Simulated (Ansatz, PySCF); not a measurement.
Reaction R1 + 2 R2 → P1 + 2 P2, each structure at its B3LYP-D3(BJ)/def2-TZVP stationary point, reached from a drawn start (curvature not checked).
P1: H7NSi2 (SMILES [SiH3]N[SiH3]), charge 0, multiplicity 1.
P2, H2 (SMILES [H][H]) (charge 0, multiplicity 1):
```csv
atom,x (Å),y (Å),z (Å)
H,0.0000,0.0000,0.3720
H,0.0000,0.0000,-0.3720
```
R1, NH3 (SMILES N) (charge 0, multiplicity 1):
```xyz
4

N      0.00000    -0.00002     0.27907
H      0.00000     0.94280    -0.09306
H      0.81651    -0.47144    -0.09305
H     -0.81651    -0.47144    -0.09305
```
R2: SiH4 (SMILES [SiH4]), charge 0, multiplicity 1.

P less R. No zero-point or thermal terms.

Correlated levels freeze the cores. CBS(a, b) extrapolates the correlation energy as X⁻³ and adds the Hartree–Fock energy of set b.

Codes used: Ansatz (a quantum-chemistry and plane-wave program); PySCF for the D3/D4 terms. Each number belongs to the level named beside it.

PBE/def2-TZVPP gives -8.40 kcal/mol for the reaction energy.

Q: Where do these levels fall relative to PBE: PBE-D3(BJ)/def2-TZVPP, r2SCAN/def2-TZVPP, B3LYP/def2-TZVPP, wB97M-V/def2-TZVPP, B2PLYP/def2-TZVPP, MP2/CBS(cc-pV(T+d)Z, cc-pV(Q+d)Z), CCSD(T)/CBS(cc-pV(T+d)Z, cc-pV(Q+d)Z).

A: PBE-D3(BJ)/def2-TZVPP -1.95; r2SCAN/def2-TZVPP -4.16; B3LYP/def2-TZVPP -0.14; wB97M-V/def2-TZVPP -4.18; B2PLYP/def2-TZVPP -2.76; MP2/CBS(cc-pV(T+d)Z, cc-pV(Q+d)Z) -8.82; CCSD(T)/CBS(cc-pV(T+d)Z, cc-pV(Q+d)Z) -5.71 kcal/mol. 0 of 7 lie above PBE; the widest gap is to MP2/CBS(cc-pV(T+d)Z, cc-pV(Q+d)Z).
